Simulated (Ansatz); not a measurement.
The inner images of a band of AlBFH$_{4}$S (8 atoms, charge 1, multiplicity 1) are given out of order.

The calculation used RKS PBE0-D4/def2-SVP in Ansatz 0.2.0.

Image 0:

```xyz
8
Properties=species:S:1:pos:R:3
B 0.455 1.652 -0.243
S 0.818 -0.145 -0.380
Al -0.687 -1.544 0.782
F -1.027 -2.708 -0.317
H 0.509 2.286 -1.254
H 0.247 2.033 0.873
H 0.702 -0.462 -1.694
H -1.017 -1.111 2.234
```

Image 8:

```xyz
8
Properties=species:S:1:pos:R:3
B 0.384 0.919 -0.374
S 0.274 -0.655 -1.029
Al -0.744 -1.615 0.821
F -0.992 -3.200 0.494
H 0.947 2.135 -0.998
H 0.128 1.560 0.604
H 1.035 1.539 -1.552
H -1.031 -0.683 2.033
```

**Question.** Put them in order from the first end to the last, with their energies above the first end.
A.
```xyz
8
Properties=species:S:1:pos:R:3
B 0.492 1.379 -0.197
S 0.943 -0.349 -0.653
Al -0.616 -1.537 0.765
F -1.148 -2.892 0.026
H 0.768 2.110 -1.109
H -0.173 1.660 0.749
H 0.505 0.435 -1.712
H -0.771 -0.805 2.130
```
B.
```xyz
8
Properties=species:S:1:pos:R:3
B 0.436 1.589 -0.201
S 0.809 -0.180 -0.502
Al -0.666 -1.524 0.754
F -1.071 -2.832 -0.139
H 0.621 2.329 -1.120
H 0.072 1.843 0.910
H 0.703 -0.350 -1.843
H -0.904 -0.876 2.142
```
C.
```xyz
8
Properties=species:S:1:pos:R:3
B 0.439 1.019 -0.230
S 0.916 -0.595 -0.599
Al -0.584 -1.596 0.826
F -1.169 -2.905 0.030
H 0.736 2.013 -1.202
H -0.148 1.666 0.594
H 0.666 1.237 -1.571
H -0.856 -0.838 2.152
```
D.
```xyz
8
Properties=species:S:1:pos:R:3
B 0.383 0.930 -0.361
S 0.525 -0.687 -0.892
Al -0.688 -1.635 0.842
F -1.155 -3.127 0.351
H 0.861 2.155 -1.040
H -0.055 1.609 0.522
H 1.037 1.534 -1.544
H -0.908 -0.780 2.122
```
E.
```xyz
8
Properties=species:S:1:pos:R:3
B 0.457 1.491 -0.173
S 0.895 -0.247 -0.583
Al -0.628 -1.521 0.746
F -1.135 -2.876 -0.012
H 0.746 2.224 -1.070
H -0.109 1.730 0.848
H 0.561 0.000 -1.871
H -0.787 -0.801 2.115
```
F.
```xyz
8
Properties=species:S:1:pos:R:3
B 0.399 0.938 -0.321
S 0.792 -0.681 -0.697
Al -0.621 -1.629 0.869
F -1.206 -2.994 0.175
H 0.770 2.124 -1.118
H -0.145 1.625 0.496
H 0.893 1.466 -1.590
H -0.882 -0.849 2.188
```
G.
```xyz
8
Properties=species:S:1:pos:R:3
B 0.481 1.217 -0.224
S 0.925 -0.462 -0.659
Al -0.589 -1.566 0.784
F -1.140 -2.900 0.014
H 0.729 2.015 -1.178
H -0.181 1.653 0.674
H 0.571 0.872 -1.547
H -0.796 -0.828 2.136
```

**Answer.** B (+0.03 eV), E (+0.29 eV), A (+0.98 eV), G (+1.64 eV), C (+1.13 eV), F (+0.92 eV), D (+0.88 eV).

The run took 100 s on 2 threads of Intel(R) Xeon(R) 6975P-C (Granite Rapids) (shared host), peak memory 0.18 GiB.
